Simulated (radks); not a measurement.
Question: The bromine ion Br2+, [Ar] 3d10 4s2 4p3. Method: non-relativistic Kohn-Sham, exchange-only LDA, spin-polarised, spherical densities, point nucleus; computed with a radial shooting solver on a logarithmic mesh with Libxc functionals. Every spin shell is full or empty, so the densities are truly spherical. Functionals are evaluated on that one density, not self-consistently. Rank these orbital-free kinetic functionals by their error against the exact value of the orbitals, and give that value: Thomas-Fermi, von Weizsacker, TF + vW, TF + vW/5, LC94, APBEK, revAPBEK, Thakkar, Pearson, LKT, PG1, Ernzerhof.

Answer: Exact: 2566.33 hartree. From best to worst, with 100 (|E| - |E exact|)/|E exact| (equal figures are ties): LC94 +0.01, APBEK +0.08, revAPBEK +0.30, Ernzerhof -0.41, Thakkar -0.50, Pearson -1.11, TF + vW/5 +3.41, Thomas-Fermi -5.95, PG1 +17.39, LKT +22.01, TF + vW +40.84, von Weizsacker -53.20.
